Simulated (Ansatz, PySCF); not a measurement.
Gas-phase reaction in SMILES: O=[Si]=O [dioxosilane] + H+ -> O=[Si]=[OH+]
Geometries: B3LYP-D3(BJ)/def2-TZVP minima from Ansatz (a first-principles code).

Property: proton affinity (enthalpy at 298 K, with B3LYP-D3(BJ) rigid-rotor harmonic-oscillator terms from PySCF), positive where the reaction releases energy, in kJ/mol. Correlated levels leave the core frozen unless marked. No spin-orbit coupling. No relativistic terms. CBS marks a two-point X^-3 extrapolation of the correlation energy; Hartree-Fock from the larger set.

```tsv
level	program	proton affinity (kJ/mol)
PW6B95-D4/def2-TZVPD	PySCF + dftd4	687.4
HSE06-D4/def2-TZVPD	Ansatz + dftd4	687.9
HSE06/def2-TZVPD	Ansatz	687.9
B2GP-PLYP-D3(BJ)/def2-TZVPD	Ansatz + dftd3	680.9
SCS-MP2/6-31G*	Ansatz	683.6
CCSD/cc-pV(Q+d)Z	Ansatz	699.5
CCSD(T)/CBS(cc-pV(T+d)Z,cc-pV(Q+d)Z)	Ansatz	688.0
```
